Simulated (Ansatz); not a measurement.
Input file for Ansatz (a program for electronic structure): U-BHLYP/def2-TZVPP on ZrSb, 2S+1 = 2, a spin state set in the input, which need not be the lowest, a point of a bond scan (R = 2.523 Å). Elements past Kr take the def2 small-core potentials; no spin–orbit coupling.

Ansatz 0.2 input:
```yaml
crystal:
  periodic: [false, false, false]
  atoms:
    - {symbol: Zr, position_ang: [0.00000000, 0.00000000, 0.00000000]}
    - {symbol: Sb, position_ang: [0.00000000, 0.00000000, 2.52343400]}
basis:
  gaussian:
    orbitals: def2-TZVPP
    pivot_positions_ang: [[0.00000000, 0.00000000, 0.00000000], [0.00000000, 0.00000000, 2.52343400]]
hamiltonian:
  xc: {name: BHLYP}
magnetization: {spin_polarized: true, initial_magnetization: 1}
output: {forces: true, orbitals: {seedname: ./end}}
```

Question: Give the final energy of this run.

Answer: -287.0425 hartree. Its determinant has ⟨S²⟩ = 1.21, a mixture of spin states.

Question: How many basis functions does it have, and what does it roughly cost on one machine?

Answer: 106 functions; very roughly 40 core-seconds.
